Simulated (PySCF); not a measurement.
Job for PySCF: R-B3LYP/6-31G* on C2H6Ge (SMILES C=[CH][GeH3]), a point of a torsion scan.

```python
from pyscf import gto, scf, dft, mp
from pyscf.data.elements import chemcore

mol = gto.M(
    atom='''
    C     1.56691663   -0.14571253   -0.28371228
    C     0.55298446    0.04632482    0.54439077
    Ge   -1.31079325    0.09074114   -0.00072599
    H     1.40804597   -0.29246379   -1.34117245
    H     2.59474974   -0.16593479    0.04712138
    H     0.75447070    0.18997497    1.59948434
    H    -1.44062753   -0.12016948   -1.47238362
    H    -1.94073895    1.40092242    0.34932776
    H    -2.10066728   -0.96662895    0.70197667
    ''',
    basis='6-31g*',
    cart=True,
    charge=0, spin=0, verbose=3, max_memory=1800)
mf = dft.RKS(mol, xc='b3lyp')
mf.conv_tol = 1e-8
mf.max_cycle = 100
mf.kernel()
if not mf.converged:
    mf = mf.newton().run(mf.mo_coeff, mf.mo_occ)
```

Program output:

```
converged SCF energy = -2156.54618620543
```

Self-consistency was reached.

Cost: very roughly 30 core-seconds.
